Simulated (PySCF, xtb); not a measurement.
Cl2FH5Si3, SMILES [SiH2]([SiH2]F)[SiH](Cl)Cl.

xtb 6.7.1 with GFN2-xTB at its own geometry gives an orbital gap of 3.76 eV and a dipole moment of 0.53 D.

Coordinates come from a B3LYP-D3(BJ)/def2-SVP optimisation. This is a generated structure with no PubChem entry under its InChIKey; it may be hypothetical. Other conformers were not sampled.

### Question
What does PBE/def2-TZVP in PySCF give? (Estimate from the structure and the level; the computed values follow.)

### Answer
gap 4.92 eV (levels -7.02 and -2.10 eV), dipole 0.71 D.
